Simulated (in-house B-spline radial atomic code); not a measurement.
Ionising the molybdenum ion Mo⁵⁺ with different functionals

Computed with a B-spline radial code for spherical atoms: four-component Dirac-Coulomb Hamiltonian, Fermi nucleus of rms radius 4.4091 fm, spin-restricted, spherical fractional occupations for the functionals. The ionisation energy is the difference of two self-consistent energies, [Kr] 4d1 → [Ar] 3d10 4s2 4p6, without Breit or QED terms; ε is the level of the shell that loses the electron (mean over j). The electron is taken from both j subshells in proportion to 2j + 1, so the result is a j average, not the step between ground levels.

Hybrids are left out here: with spherical fractional occupations of an open shell their exact exchange keeps a self-interaction that integer-occupation calculations don't have.

```
           method  rung  ΔSCF (eV)  -ε(4d) (eV)
         LDA VWN5   LDA      68.65        60.99
 relativistic LDA   LDA      68.67        61.01
         LDA PW92   LDA      68.64        60.98
LDA exchange-only   LDA      66.97        59.33
              PBE   GGA      68.46        60.80
           PBEsol   GGA      68.43        60.77
             BLYP   GGA      68.35        60.68
             RPBE   GGA      68.44        60.77
             PW91   GGA      68.56        60.89
             BP86   GGA      68.48        60.83
             AM05   GGA      68.43        60.77
             OLYP   GGA      68.74        61.03
```

(1) How do they compare with the NIST value?

## Answers

(1) NIST lists 68.827 eV (measured, ground level to ground level). Errors run from -1.86 to -0.09 eV; OLYP is closest (-0.09 eV), but part of that can be cancellation, since the calculations leave out Breit-QED terms, spin polarisation, the choice among j levels, multiplet and fine-structure energies.
